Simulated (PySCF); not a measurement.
H5NSiSn, SMILES [NH2][Sn][SiH3] (connectivity only; charge and spin as stated), neutral, multiplicity 1.

Geometry: PBE0-D3(BJ)/def2-SVP. The def2 effective core potentials stand for the cores of Sn; spin–orbit coupling is left out. One conformer was computed; it need not be the lowest.

The numbers are results of TDDFT-PBE0/def2-SVPD (PySCF), not measurements.

Vertical excitations.  State labels are in the subgroup Cs.

| state | symmetry | energy (eV) | λ (nm) | f | main pairs |
|---|---|---|---|---|---|
| S1 | A" | 2.69 | 461 | 0.007 | HOMO→LUMO 100 % |
| S2 | A' | 4.68 | 265 | 0.034 | HOMO−1→LUMO 51 %, HOMO→LUMO+1 42 % |
| S3 | A' | 4.85 | 256 | 0.132 | HOMO→LUMO+1 47 %, HOMO−1→LUMO 45 % |
| S4 | A" | 5.35 | 232 | 0.028 | HOMO−2→LUMO 93 % |
| S5 | A' | 5.61 | 221 | 0.202 | HOMO→LUMO+3 68 %, HOMO→LUMO+2 27 % |
| S6 | A' | 5.83 | 213 | 0.367 | HOMO→LUMO+2 54 %, HOMO→LUMO+3 31 % |
| S7 | A" | 5.90 | 210 | 0.014 | HOMO−1→LUMO+1 97 % |
| S8 | A" | 6.14 | 202 | 0.000 | HOMO−4→LUMO 95 % |
| S9 | A" | 6.23 | 199 | 0.069 | HOMO→LUMO+4 89 % |
| S10 | A' | 6.24 | 199 | 0.125 | HOMO−3→LUMO 89 % |
| T1 | A" | 1.94 | 638 | 0 | HOMO→LUMO 99 % |
| T2 | A' | 3.30 | 376 | 0 | HOMO−1→LUMO 98 % |
| T3 | A' | 3.86 | 321 | 0 | HOMO→LUMO+1 96 % |
| T4 | A" | 4.45 | 279 | 0 | HOMO−2→LUMO 90 % |
Triplets are in the Tamm–Dancoff approximation, which puts them higher than full response would, so one can lie above its singlet here.
